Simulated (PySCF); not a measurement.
# Potential energy of BeO⁻ along the bond

Set-up: PySCF, no relativity, basis sets Be aug-pcseg-1, O aug-pcseg-1. Energies in eV from Be + O⁻ in their ground configurations at the same level. State: ²Σ⁺ (doublet), unpaired electrons σ ↑.

```json
{"R (Å)": "1.186", "BLYP": "-4.035"}
{"R (Å)": "1.241", "BLYP": "-4.649"}
{"R (Å)": "1.296", "BLYP": "-5.008"}
{"R (Å)": "1.338", "BLYP": "-5.151"}
{"R (Å)": "1.379", "BLYP": "-5.209"}
{"R (Å)": "1.420", "BLYP": "-5.200"}
{"R (Å)": "1.476", "BLYP": "-5.109"}
{"R (Å)": "1.544", "BLYP": "-4.902"}
{"R (Å)": "1.627", "BLYP": "-4.568"}
{"R (Å)": "1.738", "BLYP": "-4.048"}
```

Q: Put a parabola through the three lowest points of the BLYP curve and estimate Re, k and ωe (reduced mass 5.764 u; 1 eV/Å² = 0.16022 mdyn/Å; ωe = 1302.8·√(k/μ) cm⁻¹).

A: Through R = 1.338, 1.379, 1.42 Å the second-order coefficient is 19.9 eV/Å², so Re ≈ 1.394 Å, k ≈ 6.39 mdyn/Å and ωe ≈ 1371 cm⁻¹. A polynomial fit of higher order to the unrounded BLYP energies gives Re = 1.393 Å, k = 5.76 mdyn/Å, ωe = 1302 cm⁻¹; anharmonicity and rounding make the difference.

The higher-order fit for each curve: BLYP: Re = 1.393 Å, ωe = 1302 cm⁻¹, De = 5.21 eV.

For an ion De counts to the pair picked by the measured ionisation energies or electron affinities, which need not be the lowest pair at this level. The highest Kohn–Sham level is positive in this anion. Much of that is self-interaction error, but it also means that the finite basis helps to hold the extra electron. The state was picked by a PBE0 search and need not be the measured ground state.
